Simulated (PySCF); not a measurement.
Partial charges of `O=C[Si@H]([SiH2]O[SiH3])S[SiH3]`

Species: CH₁₀O₂SSi₄.
SMILES with atom numbers: `[O:1]=[CH:2][Si@H:3]([SiH2:4][O:5][SiH3:6])[S:7][SiH3:8]` (hydrogens: H9 on C2; H10 on Si3; H11, H12 on Si4; H13, H14, H15 on Si6; H16, H17, H18 on Si8)

Geometry (GFN2-xTB, Å), atoms numbered from 1 in this order:
```xyz
18
CH10O2SSi4 angstrom
O     -2.4290   -1.5674   -0.4374
C     -2.4534   -0.4802   -0.9674
Si    -1.3278    0.9592   -0.4040
Si     0.5757    0.9783   -1.7306
O      1.8575    0.6803   -0.7976
Si     2.8258    0.4243    0.4879
S     -1.0144    0.5232    1.6592
Si    -0.9098   -1.6596    1.7071
H     -3.1231   -0.3313   -1.8369
H     -2.1960    2.1373   -0.4299
H      0.8159    2.2913   -2.3328
H      0.6065   -0.0730   -2.7536
H      2.5690    1.4993    1.4391
H      4.1713    0.4758   -0.0796
H      2.4843   -0.8963    1.0100
H     -0.0954   -1.7991    2.9169
H     -2.2320   -2.1959    1.9687
H     -0.1339   -2.1264    0.5693
```

Density: PBE0/pcSseg-1 (PySCF); schemes: Mulliken, IAO, Hirshfeld and ESP-fitted. One conformer (not necessarily the lowest) at the GFN2-xTB geometry, without solvent, vibrations or thermal averaging.

**Question.** Tabulate the Mulliken, IAO, Hirshfeld and ESP-fitted charges.

**Answer.** In e:

```csv
atom,environment,Mulliken,IAO,Hirshfeld,ESP-fitted
O1,carbonyl oxygen,-0.356,-0.352,-0.155,-0.362
C2,carbonyl carbon,+0.013,+0.016,+0.053,+0.235
Si3,SiH silicon,+0.279,+0.439,+0.232,+0.320
Si4,oxygen-bound silicon,+0.707,+0.758,+0.327,+0.391
O5,siloxane oxygen,-0.717,-0.887,-0.302,-0.377
Si6,oxygen-bound silicon,+0.736,+0.885,+0.387,+0.628
S7,sulfur bonded to 2 Si,-0.512,-0.417,-0.166,-0.371
Si8,SiH3 silicon,+0.493,+0.570,+0.280,+0.426
H9,formyl hydrogen,+0.109,+0.114,+0.044,+0.039
H10,Si–H hydrogen,-0.013,-0.086,-0.069,-0.087
H11,Si–H hydrogen,-0.100,-0.131,-0.079,-0.104
H12,Si–H hydrogen,-0.097,-0.128,-0.077,-0.098
H13,Si–H hydrogen,-0.110,-0.140,-0.080,-0.131
H14,Si–H hydrogen,-0.120,-0.142,-0.080,-0.137
H15,Si–H hydrogen,-0.122,-0.146,-0.078,-0.145
H16,Si–H hydrogen,-0.079,-0.132,-0.090,-0.105
H17,Si–H hydrogen,-0.047,-0.104,-0.073,-0.057
H18,Si–H hydrogen,-0.063,-0.114,-0.074,-0.064
```

Mean size of the charges over all atoms: IAO 0.309 e, Mulliken 0.260 e, ESP-fitted 0.227 e, Hirshfeld 0.147 e. Each set sums to the total charge, 0, to within 0.001 e. The ESP scheme fits charges at the nuclei, held to the total charge, to the electrostatic potential on points at 1.4 to 2.0 times the van der Waals radii.

Lowest charge. All schemes agree: Mulliken O5 (-0.717); IAO O5 (-0.887); Hirshfeld O5 (-0.302); ESP-fitted O5 (-0.377).

Highest charge. All schemes agree: Mulliken Si6 (+0.736); IAO Si6 (+0.885); Hirshfeld Si6 (+0.387); ESP-fitted Si6 (+0.628).

**Question.** How many electrons does the Mulliken scheme count on O1?

**Answer.** Z − q = 8 − (-0.356) = 8.356.

**Question.** Sum the charges by element, for elements with more than one atom.

**Answer.** 
| element | atoms | Mulliken | IAO | Hirshfeld | ESP-fitted |
| --- | --- | --- | --- | --- | --- |
| O | 2 | -1.073 | -1.239 | -0.458 | -0.739 |
| Si | 4 | +2.214 | +2.651 | +1.226 | +1.764 |
| H | 10 | -0.643 | -1.010 | -0.656 | -0.889 |

The run behind these numbers computed NMR shieldings as well. Hardware: one thread, Arm Neoverse V2 (aarch64), on a shared host. Cost: 42 s wall, 1.0 GiB resident at most.
